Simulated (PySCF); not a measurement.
Radial density of Hf⁴²⁺ (hafnium, charge +42)

UHF, [Ar] 3d10 4s2, closed-shell 1S. Computed with PySCF 2.14 in an even-tempered Gaussian basis (17 s from 4.7 bohr⁻², ratio 2.5; 11 p from 6.1 bohr⁻², ratio 2.5; 8 d from 11 bohr⁻², ratio 2.5; 4 f from 28 bohr⁻², ratio 2.7; 4 g from 42 bohr⁻², ratio 2.7), with the non-relativistic Hamiltonian (point nucleus).

```
r (bohr)  4πr²ρ (e/bohr)
0.000387          0.4774
0.000652           1.300
 0.00110           3.451
 0.00184           8.766
 0.00310           20.70
 0.00522           43.24
 0.00877           73.78
  0.0148           92.01
  0.0248           83.59
  0.0417           99.08
  0.0702           123.6
   0.118           94.01
   0.199           99.52
   0.334           22.18
   0.562           3.971
   0.945         0.05138
```

A non-relativistic calculation at this Z misses sizeable relativistic shifts. Spin-orbit coupling, which splits the p, d and f shells strongly at this Z, is absent.
